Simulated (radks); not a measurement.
The numbers below are computed, except where a source is named.
Species: Dy2+. Configuration: [Xe] 4f10.

Code: a radial shooting solver on a logarithmic mesh with Libxc functionals. Model: scalar-relativistic Kohn-Sham, PBE, spin-unpolarised, spherical densities, finite nucleus; Fermi nuclear charge, rms radius 5.2218 fm.

Energy parts (Ry):
| part | energy |
|---|---|
| total | -24311.0359 |
| kinetic | 26223.4494 |
| electron-nucleus | -59424.8410 |
| Hartree | 9415.7356 |
| exchange-correlation | -525.3798 |

Orbitals (lengths in bohr, moments of r in powers of bohr; <r^-3> diverges for s and p1/2):
[
 {"orbital": "1s", "occ.": "2", "eigenvalue (Ry)": "-3944.285", "<1/r>": "74.55", "<r^-3>": "-"},
 {"orbital": "2s", "occ.": "2", "eigenvalue (Ry)": "-657.6967", "<1/r>": "17.33", "<r^-3>": "-"},
 {"orbital": "2p", "occ.": "6", "eigenvalue (Ry)": "-583.7426", "<1/r>": "16.09", "<r^-3>": "12810"},
 {"orbital": "3s", "occ.": "2", "eigenvalue (Ry)": "-147.1893", "<1/r>": "6.376", "<r^-3>": "-"},
 {"orbital": "3p", "occ.": "6", "eigenvalue (Ry)": "-124.4795", "<1/r>": "5.976", "<r^-3>": "2724"},
 {"orbital": "3d", "occ.": "10", "eigenvalue (Ry)": "-95.26382", "<1/r>": "5.668", "<r^-3>": "364.7"},
 {"orbital": "4s", "occ.": "2", "eigenvalue (Ry)": "-29.93215", "<1/r>": "2.688", "<r^-3>": "-"},
 {"orbital": "4p", "occ.": "6", "eigenvalue (Ry)": "-22.45627", "<1/r>": "2.465", "<r^-3>": "609.9"},
 {"orbital": "4d", "occ.": "10", "eigenvalue (Ry)": "-12.27167", "<1/r>": "2.172", "<r^-3>": "68.29"},
 {"orbital": "5s", "occ.": "2", "eigenvalue (Ry)": "-4.63198", "<1/r>": "1.018", "<r^-3>": "-"},
 {"orbital": "5p", "occ.": "6", "eigenvalue (Ry)": "-2.89515", "<1/r>": "0.8485", "<r^-3>": "77.04"},
 {"orbital": "4f", "occ.": "10", "eigenvalue (Ry)": "-1.25514", "<1/r>": "1.558", "<r^-3>": "9.007"}
]

The highest occupied level is 4f at -17.077 eV. The density falls to 0.001 e/bohr^3 at r = 3.40 bohr.
